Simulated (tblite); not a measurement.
A geometry optimisation, step by step.

Species: C6H7BCl2.
Atom-mapped SMILES: `[CH:1]#[C:2][BH:3]/[CH:4]=[CH:5]/[CH2:6][CH:7]([Cl:8])[Cl:9]` (hydrogens: H10 on C1; H11 on B3; H12 on C4; H13 on C5; H14, H15 on C6; H16 on C7)

Computed with GFN2-xTB (tblite), gas phase: L-BFGS steps from a force-field or distance-geometry start until the largest atomic force falls under 0.01 eV/Å. 6 of its 131 geometries are shown.

Step 0: E = -724.6423 eV, largest atomic force 1.957 eV/Å
```
atom  x, y, z in Å  |  force x, y, z in eV/Å
C1      4.452   -0.124    0.261   -1.414  -0.450  -0.209
C2      3.300   -0.500    0.127    0.770  -0.010  -0.061
B3      1.877   -1.020   -0.013    0.295   0.329   0.880
C4      0.715   -0.031    0.339    0.079  -0.424  -0.243
C5     -0.479   -0.139   -0.257    0.591  -0.309   0.171
C6     -1.587    0.795    0.077    1.414   1.190   0.643
C7     -2.807    0.133    0.602   -1.155  -0.334  -0.383
Cl8    -3.979    1.440    0.950   -0.261  -0.113   0.023
Cl9    -2.542   -0.776    2.120    0.089   0.058  -0.407
H10     5.439    0.208    0.376    0.136   0.074   0.040
H11     1.618   -2.170   -0.092    0.245   0.278  -0.314
H12     0.863    0.739    1.110   -0.045  -0.263  -0.479
H13    -0.622   -0.918   -1.011   -0.175   0.393   0.263
H14    -1.811    1.435   -0.788   -0.225  -0.219   0.148
H15    -1.169    1.470    0.888   -0.567  -0.446  -0.764
H16    -3.275   -0.533   -0.166    0.222   0.244   0.694
```

Step 26: E = -724.9048 eV, largest atomic force 0.100 eV/Å
```
atom  x, y, z in Å  |  force x, y, z in eV/Å
C1      4.430   -0.142    0.283   -0.009  -0.035  -0.013
C2      3.304   -0.568    0.207    0.038  -0.020  -0.006
B3      1.893   -1.062    0.062   -0.025   0.028  -0.014
C4      0.743   -0.077    0.382    0.011   0.045  -0.021
C5     -0.477   -0.135   -0.154    0.011   0.015  -0.024
C6     -1.558    0.872    0.102   -0.005  -0.031   0.020
C7     -2.817    0.168    0.582   -0.052   0.077  -0.036
Cl8    -4.109    1.351    0.920    0.026  -0.036  -0.031
Cl9    -2.488   -0.770    2.055    0.014  -0.012   0.047
H10     5.419    0.212    0.341    0.009   0.016   0.027
H11     1.683   -2.146   -0.326    0.000  -0.010  -0.016
H12     0.947    0.763    1.038    0.010   0.012   0.010
H13    -0.741   -0.931   -0.837    0.006  -0.025  -0.003
H14    -1.806    1.413   -0.818    0.032  -0.042   0.033
H15    -1.227    1.593    0.850   -0.024   0.032   0.024
H16    -3.202   -0.530   -0.164   -0.042  -0.014   0.004
```

Step 52: E = -724.9209 eV, largest atomic force 0.069 eV/Å
```
atom  x, y, z in Å  |  force x, y, z in eV/Å
C1      4.485   -0.226    0.340   -0.023  -0.010   0.008
C2      3.345   -0.577    0.163    0.050   0.023   0.004
B3      1.917   -0.978   -0.073   -0.005   0.017   0.041
C4      0.792    0.016    0.306    0.007   0.016  -0.018
C5     -0.475   -0.136   -0.087   -0.029  -0.015   0.017
C6     -1.581    0.843    0.162   -0.004   0.001  -0.028
C7     -2.854    0.144    0.608    0.016  -0.003  -0.011
Cl8    -4.184    1.318    0.776    0.001  -0.011   0.010
Cl9    -2.608   -0.694    2.157    0.029   0.004   0.063
H10     5.481    0.075    0.497    0.014  -0.007   0.001
H11     1.670   -2.013   -0.558   -0.010  -0.021  -0.019
H12     1.034    0.906    0.876   -0.013   0.001  -0.012
H13    -0.759   -1.007   -0.662   -0.013  -0.021  -0.022
H14    -1.811    1.361   -0.774    0.015   0.045  -0.021
H15    -1.281    1.588    0.900    0.004  -0.003   0.031
H16    -3.178   -0.612   -0.108   -0.037  -0.015  -0.042
```

Step 78: E = -724.9247 eV, largest atomic force 0.031 eV/Å
```
atom  x, y, z in Å  |  force x, y, z in eV/Å
C1      4.494   -0.265    0.390   -0.004  -0.003   0.007
C2      3.346   -0.581    0.191    0.021   0.017  -0.016
B3      1.919   -0.950   -0.096    0.006   0.014  -0.004
C4      0.793    0.057    0.238   -0.014   0.005  -0.001
C5     -0.483   -0.125   -0.112   -0.017   0.006   0.011
C6     -1.592    0.845    0.158   -0.014  -0.001   0.003
C7     -2.849    0.128    0.623    0.005   0.006   0.003
Cl8    -4.198    1.279    0.798    0.006  -0.013   0.000
Cl9    -2.564   -0.679    2.186    0.012   0.006  -0.017
H10     5.495    0.008    0.565   -0.006  -0.009   0.009
H11     1.671   -1.981   -0.593   -0.003  -0.022  -0.004
H12     1.032    0.972    0.770    0.009   0.001   0.014
H13    -0.775   -1.016   -0.652    0.002  -0.010  -0.004
H14    -1.836    1.380   -0.767    0.002  -0.008   0.008
H15    -1.288    1.579    0.906    0.003  -0.002  -0.017
H16    -3.171   -0.643   -0.081   -0.007   0.012   0.009
```

Step 104: E = -724.9278 eV, largest atomic force 0.034 eV/Å
```
atom  x, y, z in Å  |  force x, y, z in eV/Å
C1      4.478   -0.321    0.503   -0.013  -0.011  -0.029
C2      3.335   -0.574    0.212    0.017  -0.002   0.016
B3      1.914   -0.901   -0.151   -0.001   0.018   0.005
C4      0.783    0.107    0.164   -0.014   0.002  -0.005
C5     -0.492   -0.100   -0.170   -0.003   0.000  -0.007
C6     -1.620    0.848    0.104    0.022   0.002  -0.004
C7     -2.820    0.112    0.674    0.009   0.003  -0.023
Cl8    -4.168    1.239    0.961   -0.017   0.006   0.005
Cl9    -2.384   -0.688    2.205   -0.001   0.001   0.022
H10     5.480   -0.108    0.745   -0.011   0.011   0.016
H11     1.670   -1.920   -0.674    0.004  -0.014  -0.011
H12     1.014    1.033    0.681    0.009  -0.007   0.010
H13    -0.775   -1.006   -0.693    0.002   0.007   0.005
H14    -1.929    1.322   -0.835   -0.010   0.003   0.016
H15    -1.305    1.632    0.796    0.007  -0.015  -0.018
H16    -3.189   -0.665    0.001    0.000  -0.004   0.002
```

Step 130: E = -724.9309 eV, largest atomic force 0.008 eV/Å
```
atom  x, y, z in Å  |  force x, y, z in eV/Å
C1      4.416   -0.346    0.627   -0.003  -0.003   0.002
C2      3.302   -0.594    0.236    0.001  -0.003   0.000
B3      1.909   -0.893   -0.244    0.001   0.008  -0.002
C4      0.768    0.097    0.096   -0.002   0.001   0.003
C5     -0.505   -0.092   -0.260    0.001   0.003   0.005
C6     -1.629    0.846    0.057   -0.004  -0.001  -0.001
C7     -2.766    0.111    0.749    0.004   0.004   0.000
Cl8    -4.134    1.211    1.048   -0.003  -0.005   0.001
Cl9    -2.210   -0.570    2.299    0.000   0.005   0.003
H10     5.388   -0.133    0.967    0.001  -0.001  -0.003
H11     1.698   -1.862   -0.866    0.002  -0.008  -0.002
H12     0.995    0.995    0.660   -0.003   0.003   0.001
H13    -0.789   -0.974   -0.820    0.006   0.000  -0.003
H14    -2.022    1.273   -0.871   -0.002  -0.005   0.002
H15    -1.280    1.663    0.692   -0.001  -0.003   0.000
H16    -3.147   -0.722    0.154    0.001   0.004  -0.005
```

Question: Summarise the path.

Answer: The energy falls by 27.85 kJ/mol from step 0 to step 130; nine tenths of that is first reached at step 24. It falls at every step. The largest force goes from 1.957 to 0.008 eV/Å. Among the bonds C6–H15 changes most, from 1.135 to 1.091 Å; the atoms move by 0.395 Å rms after alignment.

Question: Follow the three bonds and two angles with the largest change from start to end.

Answer: 
| step | E above end (kJ/mol) | largest force (eV/Å) | C6–H15 (Å) | C6–C7 (Å) | C7–H16 (Å) | C5–C6–H15 (°) | C6–C5–H13 (°) |
| --- | --- | --- | --- | --- | --- | --- | --- |
| 0 | 27.85 | 1.957 | 1.135 | 1.483 | 1.118 | 105.0 | 120.3 |
| 6 | 9.00 | 0.317 | 1.093 | 1.514 | 1.092 | 108.0 | 117.5 |
| 11 | 5.05 | 0.178 | 1.095 | 1.523 | 1.093 | 109.1 | 116.0 |
| 17 | 3.44 | 0.083 | 1.091 | 1.522 | 1.091 | 110.6 | 115.0 |
| 23 | 2.81 | 0.128 | 1.090 | 1.519 | 1.091 | 109.9 | 115.2 |
| 28 | 2.38 | 0.074 | 1.093 | 1.520 | 1.093 | 110.2 | 115.3 |
| 34 | 2.10 | 0.051 | 1.091 | 1.519 | 1.091 | 110.4 | 115.2 |
| 40 | 1.83 | 0.088 | 1.091 | 1.519 | 1.092 | 110.7 | 114.9 |
| 45 | 1.47 | 0.090 | 1.092 | 1.521 | 1.094 | 110.7 | 114.9 |
| 51 | 1.03 | 0.071 | 1.090 | 1.519 | 1.090 | 110.9 | 114.9 |
| 57 | 0.80 | 0.036 | 1.092 | 1.519 | 1.093 | 110.7 | 115.0 |
| 62 | 0.74 | 0.017 | 1.091 | 1.518 | 1.092 | 110.6 | 115.1 |
| 68 | 0.71 | 0.020 | 1.092 | 1.519 | 1.092 | 110.5 | 115.2 |
| 73 | 0.67 | 0.022 | 1.091 | 1.518 | 1.092 | 110.5 | 115.3 |
| 79 | 0.59 | 0.027 | 1.092 | 1.519 | 1.092 | 110.6 | 115.0 |
| 85 | 0.52 | 0.022 | 1.092 | 1.519 | 1.092 | 110.5 | 115.0 |
| 90 | 0.47 | 0.016 | 1.092 | 1.519 | 1.092 | 110.6 | 115.0 |
| 96 | 0.45 | 0.018 | 1.091 | 1.519 | 1.092 | 110.8 | 115.0 |
| 102 | 0.33 | 0.031 | 1.092 | 1.519 | 1.092 | 110.9 | 114.9 |
| 107 | 0.28 | 0.038 | 1.091 | 1.519 | 1.092 | 110.6 | 115.0 |
| 113 | 0.26 | 0.026 | 1.091 | 1.520 | 1.092 | 110.5 | 115.1 |
| 119 | 0.18 | 0.071 | 1.092 | 1.519 | 1.092 | 110.7 | 115.2 |
| 124 | 0.04 | 0.040 | 1.092 | 1.521 | 1.092 | 110.4 | 114.9 |
| 130 | 0.00 | 0.008 | 1.091 | 1.520 | 1.092 | 110.6 | 115.0 |

The cost below is that of the whole relaxation. Hardware: an Arm Neoverse N1 with one thread, no GPU, shared host with 64 logical CPUs at a one-minute load of 59. Cost: 1.9 s of wall time.
